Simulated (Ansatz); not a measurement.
HBI$_{2}$, SMILES `IBI` with one electron removed (charge 1, multiplicity 2), frozen-core CCSD(T)/def2-TZVPP // CAM-B3LYP-D3(BJ)/def2-TZVP in Ansatz (a quantum-chemistry and plane-wave program). The calculation was stopped at its time limit.

Ansatz 0.2 input:
```yaml
crystal:
  periodic: [false, false, false]
  atoms:
    - { symbol: I, position_ang: [1.859426, -0.764465, 0.015871] }
    - { symbol: B, position_ang: [-0.003545, 0.206533, -0.003596] }
    - { symbol: I, position_ang: [-1.832097, -0.827923, 0.010967] }
    - { symbol: H, position_ang: [-0.023784, 1.385854, -0.02324] }
basis:
  gaussian: { orbitals: def2-TZVPP }
correlation:
  method: ccsd_t
total_charge: 1
magnetization:
  spin_polarized: true
  initial_magnetization: 1
```

The last lines of the output:

```
determinant -16824.90390136 eV, -618.3038140455 hartree, with singles and doubles -16852.62374663 eV, -619.3224995699 hartree
determinant -16824.61595832 eV, -618.2932323338 hartree, with singles and doubles -16852.62891296 eV, -619.3226894290 hartree
determinant -16824.51213096 eV, -618.2894167490 hartree, with singles and doubles -16852.32861285 eV, -619.3116536035 hartree
determinant -16824.51211492 eV, -618.2894161594 hartree, with singles and doubles -16852.32851006 eV, -619.3116498263 hartree
determinant -16824.50882705 eV, -618.2892953323 hartree, with singles and doubles -16852.36888427 eV, -619.3131335510 hartree
determinant -16824.08584489 eV, -618.2737510246 hartree, with singles and doubles -16852.22109065 eV, -619.3077022357 hartree
determinant -16823.07027663 eV, -618.2364295797 hartree, with singles and doubles -16851.16130008 eV, -619.2687556506 hartree
determinant -16822.11320323 eV, -618.2012577809 hartree, with singles and doubles -16850.09535319 eV, -619.2295828248 hartree
determinant -16821.96533293 eV, -618.1958236476 hartree, with singles and doubles -16849.12251626 eV, -619.1938317270 hartree
determinant -16821.90998133 eV, -618.1937895136 hartree, with singles and doubles -16849.09760734 eV, -619.1929163410 hartree
determinant -16821.82460870 eV, -618.1906521275 hartree, with singles and doubles -16848.92266543 eV, -619.1864873446 hartree
determinant -16824.90390136 eV, -618.3038140455 hartree, with singles and doubles -16852.56707549 eV, -619.3204169440 hartree
determinant -16824.61595832 eV, -618.2932323338 hartree, with singles and doubles -16852.57160743 eV, -619.3205834898 hartree
determinant -16824.90390136 eV, -618.3038140455 hartree, with singles and doubles -16852.59099042 eV, -619.3212958015 hartree
determinant -16824.61595832 eV, -618.2932323338 hartree, with singles and doubles -16852.57245615 eV, -619.3206146796 hartree
determinant -16824.51213096 eV, -618.2894167490 hartree, with singles and doubles -16852.35908293 eV, -619.3127733584 hartree
determinant -16824.51211492 eV, -618.2894161594 hartree, with singles and doubles -16852.35903667 eV, -619.3127716583 hartree
determinant -16824.50882705 eV, -618.2892953323 hartree, with singles and doubles -16852.37329977 eV, -619.3132958178 hartree
determinant -16824.08584489 eV, -618.2737510246 hartree, with singles and doubles -16852.21865873 eV, -619.3076128644 hartree
```
